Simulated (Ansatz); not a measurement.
Input and output for `CB(F)CO`.

```yaml
crystal:
  periodic: [false, false, false]
  atoms:
    - {symbol: C, position_ang: [-1.192629, 0.384461, 1.146739]}
    - {symbol: B, position_ang: [0.261867, 0.019804, 0.552296]}
    - {symbol: F, position_ang: [1.251292, -0.036743, 1.425013]}
    - {symbol: C, position_ang: [0.485606, -0.259292, -0.993218]}
    - {symbol: O, position_ang: [1.819620, -0.561154, -1.220689]}
    - {symbol: H, position_ang: [-1.419496, -0.365034, 1.947092]}
    - {symbol: H, position_ang: [-1.907936, 0.392219, 0.362727]}
    - {symbol: H, position_ang: [-1.153734, 1.393460, 1.709181]}
    - {symbol: H, position_ang: [0.115371, 0.656062, -1.500148]}
    - {symbol: H, position_ang: [-0.158926, -1.071251, -1.306765]}
    - {symbol: H, position_ang: [1.927125, -0.652305, -2.123837]}
basis:
  gaussian: {orbitals: def2-SVPD, fitting: {mean_field: def2-universal-jkfit}, final_grid: {core_spheres: 20, valence_spheres: 16, degree: 47}}
hamiltonian: {xc: {name: B3LYP5}}
output: {forces: true}
```

```sh
$ ansatz run in.yaml --threads 4 --pin off --events-out ev --progress --plain --max-ram 10444MiB
```

It prints (some lines left out):

```
Functional definition: B3LYP5
487 factors; integrals over basis functions are off by at most 2.8e-1 eV
mean field evaluation 1: about -7595.1520 eV, gradient 6.7e1 eV
mean field evaluation 2: about -7587.3092 eV, gradient 9.2e1 eV
mean field evaluation 4: about -7604.4269 eV, gradient 3.3e0 eV
mean field evaluation 8: about -7604.4514 eV, gradient 6.0e-2 eV
mean field -7604.45139551 eV, -279.4584343028 hartree, gradient 3.5e-5 eV, S^2 0.000000; 0 other end points of the search recorded, 0 dependent functions left out
reference -7604.45167688 eV, -279.4584446428 hartree; 20, 20 occupied and 134, 134 virtual orbitals, 487 factors
Total energy: -7604.45167688 eV, -279.4584446428 hartree
Atom 0 at    -1.192629     0.384461     1.146739 Å, force     2.069643     0.590288     1.595109 eV/Å
Atom 1 at     0.261867     0.019804     0.552296 Å, force    -1.767192     0.336127     0.207725 eV/Å
Atom 2 at     1.251292    -0.036743     1.425013 Å, force     0.683467    -0.100636     0.095671 eV/Å
Atom 3 at     0.485606    -0.259292    -0.993218 Å, force    -0.261296     0.696666     1.624797 eV/Å
Atom 4 at     1.819620    -0.561154    -1.220689 Å, force     0.539847     0.277491     1.995669 eV/Å
Atom 5 at    -1.419496    -0.365034     1.947092 Å, force    -0.145544     0.282205    -0.525464 eV/Å
Atom 6 at    -1.907936     0.392219     0.362727 Å, force    -1.248414     0.076540    -0.664168 eV/Å
Atom 7 at    -1.153734     1.393460     1.709181 Å, force    -0.110000    -1.213215    -0.899796 eV/Å
Atom 8 at     0.115371     0.656062    -1.500148 Å, force     0.151016     0.025069    -0.245992 eV/Å
Atom 9 at    -0.158926    -1.071251    -1.306765 Å, force    -0.692163    -0.553654    -0.233816 eV/Å
Atom 10 at     1.927125    -0.652305    -2.123837 Å, force     0.780636    -0.416881    -2.949735 eV/Å
Dipole moment:    -0.386079     0.032152    -0.407428 e Å
```

Run time 1.9 s (4 threads of an Arm Neoverse V2 on a shared host); peak host memory 0.5 GiB.
